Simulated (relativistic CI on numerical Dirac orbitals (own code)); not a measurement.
# Fe⁷⁺: 3p photoemission

Computed with this model: Dirac-Coulomb-Breit CI, orbitals from a KLI potential per configuration, model QED (radiative potential, 1s self-energy scaled to tabulated hydrogen-like ionisation energies), valence Slater integrals scaled by 0.7, multiplet model of photoemission in the sudden approximation; configurations [Ar] 3d → [Ne] 3s2 3p5 3d; 80 K; Lorentzian 0.56 eV and Gaussian 0.6 eV FWHM. Energies are those of the free ion, without screening or charge transfer. The energies are binding energies and can lie tens of eV above those of solids. S is read from ⟨S²⟩ = S(S + 1).

Field parameters in Wybourne normalisation: D3d B²₀ = −7Dσ, B⁴₀ = −14Dq − 21Dτ, B⁴₃ = −14√(10/7) Dq; D4h B²₀ = −7Ds, B⁴₀ = 21(Dq − Dt), B⁴₄ = 21√(5/14) Dq; Oh B⁴₀ = 21Dq, B⁴₄ = √(5/14) B⁴₀; Td as Oh with Dq negative (B⁴₀ = 21Dq, B⁴₄ = √(5/14) B⁴₀). The field is a parameter set, without covalency.

Peaks in eV (height, largest 100): 202.2 (88), 203.9 (98), 206.4 (100), 208.8 (22), 221.7 (13).

Q: Which surroundings give this spectrum?
A. D4h, 10Dq = 35100, Ds = 1300, Dt = -20 cm⁻¹
B. free ion
C. D3d, 10Dq = 10400, Dσ = -20, Dτ = -470 cm⁻¹
D. Td, 10Dq = -17800 cm⁻¹

A: A. D4h, 10Dq = 35100, Ds = 1300, Dt = -20 cm⁻¹, where the ground state has S = 0.50.
